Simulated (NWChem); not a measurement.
Program: NWChem. System: CH2I, charge 0, spin multiplicity 2, at a geometry optimised with UPBE0/def2-SVP with def2 effective core potentials on I. The structure started from a generated list of species. Its SCF solution wasn't tested for a lower state. Level: UB3LYP/def2-TZVP with def2 effective core potentials on I, VWN1-RPA local correlation.

Job file:

```
start mol
memory heap 200 mb stack 900 mb global 1100 mb
geometry units angstroms nocenter noautoz
  C     -1.760759     0.075395     0.000000
  I      0.285160    -0.007154     0.000000
  H     -2.274464    -0.036603    -0.955464
  H     -2.274464    -0.036603     0.955464
  symmetry group Cs
end
basis spherical
  * library def2-tzvp
end
ecp
  I library def2-ecp
end
dft
  xc b3lyp
  odft
  mult 2
  semidirect memsize 60000000 filesize 0
  iterations 100
end
task dft energy
```

Output (cleaned and shortened):

```
             Northwest Computational Chemistry Package (NWChem) 7.3.0
             --------------------------------------------------------

                                NWChem Input Module
                                -------------------

 Scaling coordinates for geometry "geometry" by  1.889725989
 (inverse scale =  0.529177249)

 Turning off AUTOSYM since
 SYMMETRY directive was detected!

                             Geometry "geometry" -> ""
                             -------------------------

 Output coordinates in angstroms (scale by  1.889725989 to convert to a.u.)

  No.       Tag          Charge          X              Y              Z
 ---- ---------------- ---------- -------------- -------------- --------------
    1 C                    6.0000    -1.76075900     0.07539500     0.00000000
    2 I                   53.0000     0.28516000    -0.00715400     0.00000000
    3 H                    1.0000    -2.27446400    -0.03660300    -0.95546400
    4 H                    1.0000    -2.27446400    -0.03660300     0.95546400

 Effective nuclear repulsion energy (a.u.)     108.8130726808

            Nuclear Dipole moment (a.u.)
            ----------------------------
        X                 Y               Z
 ---------------- ---------------- ----------------
    -0.0000037795     0.0000037795     0.0000000000

      Symmetry information
      --------------------

 Group name             Cs
 Group number              2
 Group order               2
 No. of unique centers     3

      Symmetry unique atoms

     1    2    3


 Summary of "ao basis" -> "" (spherical)
 ------------------------------------------------------------------------------
       Tag                 Description            Shells   Functions and Types
 ---------------- ------------------------------  ------  ---------------------
 *                         def2-tzvp                  on all atoms

                                 NWChem DFT Module
                                 -----------------

 Summary of "ao basis" -> "ao basis" (spherical)
 ------------------------------------------------------------------------------
       Tag                 Description            Shells   Functions and Types
 ---------------- ------------------------------  ------  ---------------------
 C                         def2-tzvp                11       31   5s3p2d1f
 I                         def2-tzvp                16       50   6s5p3d2f
 H                         def2-tzvp                 4        6   3s1p

 Summary of "ao basis" -> "ao basis" (spherical)
 ------------------------------------------------------------------------------
       Tag                 Description            Shells   Functions and Types
 ---------------- ------------------------------  ------  ---------------------
 C                         def2-tzvp                11       31   5s3p2d1f
 I                         def2-tzvp                16       50   6s5p3d2f
 H                         def2-tzvp                 4        6   3s1p

      Symmetry analysis of basis
      --------------------------

        a'         60
        a"         33

            General Information
            -------------------
          SCF calculation type: DFT
          Wavefunction type:  spin polarized.
          No. of atoms     :     4
          No. of electrons :    33
           Alpha electrons :    17
            Beta electrons :    16
          Charge           :     0
          Spin multiplicity:     2
[...]
    13      0.077139  1 C  py                39     -0.054944  2 I  py
    47      0.035030  2 I  px                41     -0.031985  2 I  px

 Vector   16  Occ=1.000000D+00  E=-2.709434D-01  Symmetry=a"
              MO Center=  1.8D-01, -7.2D-03,  6.3D-15, r^2= 2.3D+00
   Bfn.  Coefficient  Atom+Function         Bfn.  Coefficient  Atom+Function
  ----- ------------  ---------------      ----- ------------  ---------------
    49      0.532461  2 I  pz                43     -0.458874  2 I  pz
    46      0.377874  2 I  pz                52      0.286207  2 I  pz
    83      0.075693  3 H  s                 89     -0.075693  4 H  s
    84      0.074140  3 H  s                 90     -0.074140  4 H  s
     8     -0.070641  1 C  pz                40     -0.058316  2 I  pz

 Vector   17  Occ=0.000000D+00  E=-9.108948D-02  Symmetry=a'
              MO Center= -1.4D+00,  1.1D-01, -2.5D-15, r^2= 2.6D+00
   Bfn.  Coefficient  Atom+Function         Bfn.  Coefficient  Atom+Function
  ----- ------------  ---------------      ----- ------------  ---------------
    13      0.484716  1 C  py                 7      0.359432  1 C  py
    10      0.306525  1 C  py                51     -0.246532  2 I  py
    48     -0.225298  2 I  py                42      0.181256  2 I  py
    45     -0.154251  2 I  py                63     -0.081456  2 I  d -2
     5      0.070727  1 C  s                 53      0.069014  2 I  d -2

 Vector   18  Occ=0.000000D+00  E=-2.422943D-02  Symmetry=a'
              MO Center= -1.6D-01,  2.3D-03, -2.3D-14, r^2= 4.6D+00
   Bfn.  Coefficient  Atom+Function         Bfn.  Coefficient  Atom+Function
  ----- ------------  ---------------      ----- ------------  ---------------
     5      1.073052  1 C  s                 50      0.822361  2 I  px
    37     -0.697275  2 I  s                 12      0.411237  1 C  px
    84     -0.357644  3 H  s                 90     -0.357644  4 H  s
    47      0.334571  2 I  px                 4      0.323646  1 C  s
    41     -0.237017  2 I  px                 9      0.232510  1 C  px

 Vector   19  Occ=0.000000D+00  E= 7.300676D-02  Symmetry=a'
              MO Center= -1.7D+00, -7.0D-02,  3.6D-16, r^2= 6.1D+00
   Bfn.  Coefficient  Atom+Function         Bfn.  Coefficient  Atom+Function
  ----- ------------  ---------------      ----- ------------  ---------------
    84      1.826835  3 H  s                 90      1.826835  4 H  s
     5     -1.348380  1 C  s                 12      1.265245  1 C  px
    50      0.732540  2 I  px                37     -0.669433  2 I  s
     4     -0.326819  1 C  s                 36     -0.210645  2 I  s
     6      0.180540  1 C  px                13      0.148189  1 C  py

   alpha - beta orbital overlaps
   -----------------------------

   alpha      1      2      3      4      5      6      7      8      9     10
    beta      1      2      3      4      5      6      7      8      9     10
 overlap   1.000  1.000  1.000  1.000  1.000  0.999  1.000  1.000  1.000  0.999

   alpha     11     12     13     14     15     16     17     18     19     20
    beta     11     12     13     14     15     16     17     18     19     20
 overlap   0.992  0.992  1.000  0.999  0.945  1.000  0.939  0.998  0.999  1.000

   alpha     21     22     23     24     25     26     27     28     29     30
    beta     21     22     23     24     26     25     27     29     28     30
 overlap   0.999  0.997  0.996  1.000  0.993  0.997  0.997  0.791  0.839  0.959

   alpha     31     32     33     34     35     36     37     38     39     40
    beta     31     32     33     34     35     36     37     38     39     40
 overlap   0.999  1.000  0.998  0.998  0.998  0.998  0.999  0.995  1.000  0.992

   alpha     41     42     43     44     45     46     47     48     49     50
    beta     41     42     43     44     45     46     47     49     48     50
 overlap   1.000  0.999  0.999  0.994  0.987  1.000  0.983  0.992  1.000  0.996

   alpha     51     52     53     54     55     56     57     58     59     60
    beta     51     52     53     54     56     55     57     58     60     59
 overlap   0.981  1.000  0.990  0.982  0.957  1.000  0.956  0.999  0.998  0.999

   alpha     61     62     63     64     65     66     67     68     69     70
    beta     61     62     63     64     65     66     67     68     69     70
 overlap   0.999  0.999  0.995  0.999  0.995  1.000  0.997  0.998  0.997  0.988

   alpha     71     72     73     74     75     76     77     78     79     80
    beta     72     74     71     73     75     76     77     78     79     80
 overlap   0.862  0.731  0.791  0.863  0.881  0.986  0.983  0.990  0.997  0.999

   alpha     81     82     83     84     85     86     87     88     89     90
    beta     81     82     83     84     85     86     87     88     89     90
 overlap   0.922  0.913  1.000  0.989  1.000  0.999  0.999  1.000  1.000  1.000

   alpha     91     92     93
    beta     91     92     93
 overlap   1.000  1.000  1.000

     --------------------------
     Expectation value of S2:
     --------------------------
      <S2> =      0.7557 (Exact =     0.7500)

 center of mass
 --------------
 x =   0.14044988 y =  -0.00103104 z =   0.00000000

 moments of inertia (a.u.)
 ------------------
           6.847430655432           5.993634125130           0.000000000000
           5.993634125130         210.733387095263           0.000000000000
           0.000000000000           0.000000000000         204.438515628201

     Multipole analysis of the density
     ---------------------------------

     L   x y z        total         alpha         beta         nuclear
     -   - - -        -----         -----         ----         -------
     0   0 0 0     -0.000000    -17.000000    -16.000000     33.000000

     1   1 0 0     -0.264780      8.759103      6.064600    -15.088483
     1   0 1 0     -0.072239     -0.349664     -0.101113      0.378539
     1   0 0 1      0.000000     -0.000000      0.000000      0.000000

     2   2 0 0    -22.247069    -71.881375    -61.000524    110.634830
     2   1 1 0      0.256273      1.845175      0.843032     -2.431934
     2   1 0 1     -0.000000     -0.000000      0.000000      0.000000
     2   0 2 0    -26.262457    -14.536005    -11.862386      0.135934
     2   0 1 1      0.000000     -0.000000      0.000000      0.000000
     2   0 0 2    -24.837051    -15.997379    -15.359803      6.520131

 Task  times  cpu:        3.2s     wall:        3.2s

 Total times  cpu:        3.2s     wall:        3.2s
```
